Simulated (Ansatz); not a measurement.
An input meant for La₃⁺ (charge 1, singlet; atoms displaced at random, 0.15 Å in each coordinate).

```yaml
crystal:
  periodic: [false, false, false]
  atoms:
    - {symbol: La, position_ang: [1.713720, 0.755052, -0.352313]}
    - {symbol: La, position_ang: [-0.241097, -1.506556, 1.819715]}
    - {symbol: La, position_ang: [-1.395226, 0.412738, -0.792825]}
basis:
  gaussian: {orbitals: def2-SVPD}
total_charge: 1
hamiltonian: {xc: {name: HF}}
correlation: {active_space: {window: {electrons: 6, orbitals: 2}}}
scf: {lower_state_search: light}
```

```sh
$ ansatz run in.yaml --threads 2 --pin off --events-out ev --progress --plain --max-ram 4352MiB
```

Shortened log:

```
Functional definition: HF
927 factors; integrals over basis functions are off by at most 5.8e-4 eV
mean field evaluation 1: about -2529.4314 eV, gradient 3.3e1 eV
mean field evaluation 2: about -2529.4241 eV, gradient 3.3e1 eV
mean field evaluation 4: about -2532.8991 eV, gradient 5.8e0 eV
mean field evaluation 8: about -2533.3295 eV, gradient 5.1e-1 eV
mean field evaluation 16: about -2533.3689 eV, gradient 2.2e-3 eV
mean field evaluation 32: about -2532.0620 eV, gradient 2.7e-5 eV
mean field evaluation 64: about -2532.3852 eV, gradient 1.1e1 eV
mean field evaluation 96: about -2533.3689 eV, gradient 8.0e-2 eV
mean field evaluation 128: about -2532.0619 eV, gradient 5.0e-2 eV
mean field evaluation 160: about -2533.2197 eV, gradient 2.4e0 eV
mean field evaluation 192: about -2533.3689 eV, gradient 3.6e-3 eV
mean field -2533.36890043 eV, -93.0995899118 hartree, gradient 3.2e-6 eV, S^2 0.000000; 14 other end points of the search recorded, 0 dependent functions left out
reference -2533.36890043 eV, -93.0995899118 hartree; 16, 16 occupied and 89, 89 virtual orbitals, 927 factors
Error: 6 electrons in 2 orbitals form no window around the highest filled level of the reference
```

Problem. What is wrong with this run?

Solution. The active space doesn't fit the electrons. The run stopped with an error.
